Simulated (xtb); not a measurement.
AlI2, SMILES [Al+]([I])[I], charge +1. All values are semi-empirical tight-binding results from xtb (GFN2-xTB unless named), good for trends rather than for accurate numbers. The structure is a stationary point at GFN2-xTB. The multiplicity is an assumed one; other spin states were not compared. The isomer is the one that the SMILES or the coordinates give; other isomers of the formula were not compared.

Optimised geometry:

```xyz
3

Al     0.0000     0.0000     0.0000
I      0.0000     0.0000     2.4739
I      0.0000     0.0000    -2.4739
```
Charge +1, spin multiplicity 1.

For metal compounds this method's bond lengths and energies can be far off.

Computed properties:
```yaml
point_group_as_xtb_finds_it: D∞h
orbital_gap: 2.88 eV
zero_point_energy: 1.6 kcal/mol
G − E(el) at 298.15 K (modified RRHO): -16.3 kcal/mol
```

Give the atomic charges and the Wiberg bond orders between heavy atoms. (The exact figures need the calculation; the answer reports its results.)

charges (e) Al1 0.55, I2 0.23, I3 0.23. Bond orders Al1–I2 1.67, Al1–I3 1.67.
